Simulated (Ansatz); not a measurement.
Task: Name a neutral molecule of C, N, Zn and H with LUMO energy (PBE/def2-TZVPP) between -1.40 and -1.10 eV and LUMO energy (B3LYP/def2-TZVPP) between -1.00 and -0.70 eV (Ansatz, PBE0-D4/def2-TZVP geometry).

Result: `N[CH2][ZnH]` (-1.18 eV, -0.73 eV). Other molecules can fit too; these were computed, each in one conformer that needn't be the lowest.

B3LYP here is the variant with VWN-RPA as its local correlation; programs differ in this.
